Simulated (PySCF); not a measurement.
Compound: C3H10NSi3 (doublet state).
Structure used (GFN2-xTB), in Å, numbered top down from 1:
```
atom  x, y, z in Å
C1    -2.8871    0.5507    0.6596
Si2   -1.1595   -0.2392    0.6600
C3    -0.1127    0.4311   -0.8112
C4    -0.7123   -0.0696   -1.9929
N5    -1.2149   -0.5229   -2.9205
Si6    1.7240   -0.1299   -0.7024
Si7    2.6717    0.8397    1.1658
H8    -2.8405    1.6358    0.7119
H9    -3.4805    0.2056    1.5011
H10   -3.4205    0.2890   -0.2534
H11   -1.2093   -1.7031    0.6177
H12   -0.1575    1.5229   -0.8312
H13    1.6997   -1.5986   -0.6749
H14    2.3700    0.2389   -1.9714
H15    1.7487    1.7269    1.8825
H16    3.1282   -0.1609    2.1314
H17    3.8458    1.6452    0.8180
```

The hyperfine couplings belong to this conformer and change with its torsions.

The species is `C[SiH][C@H](C#N)[SiH2][SiH3]` [radical].

Level of theory: PySCF, UKS B3LYP, pcH-1 on C H N Si, non-relativistic, mean-field spin-orbit, GIAO. One conformer (not necessarily the lowest) at the GFN2-xTB geometry, without solvent, vibrations or thermal averaging. A GFN2-xTB geometry isn't a minimum of the functional, and hyperfine couplings can be far from their values at a DFT geometry, by a factor of two or more for some ions and for spin on atoms past the first row. No stability test was run, so a lower SCF solution isn't excluded.

The isotropic 13C couplings are +32.1, +28.6, +23.2 MHz. Assign them to C1; C3; C4.

```tsv
site	a_iso (MHz)	ρ(0) (bohr⁻³)	position	distance from Si2 (Å)	spin population	largest |T| (MHz)
C1	+23.2	+0.0206	1 bond from Si2	1.90	0.00	8.3
C3	+32.1	+0.0285	1 bond from Si2	1.93	0.00	6.9
C4	+28.6	+0.0255	2 bonds from Si2	2.70	-0.01	4.9
```

ρ(0) is the spin density at the nucleus and T the dipolar tensor; a_iso includes a spin–orbit part; entries for several nuclei are means. The largest Mulliken spin population is on Si2 (+0.93). The angles at Si2 add up to 333.2°, so it is pyramidal.

Nuclei that the bonding pattern makes equivalent are averaged, as if the motion that swaps them (rotation, inversion, ring flip) were fast. The three 1H nuclei of mean +21.5 MHz run from 0.6 to 60.9 MHz in the frozen geometry. The three 1H nuclei of mean +4.8 MHz run from 0.7 to 7.8 MHz in the frozen geometry.
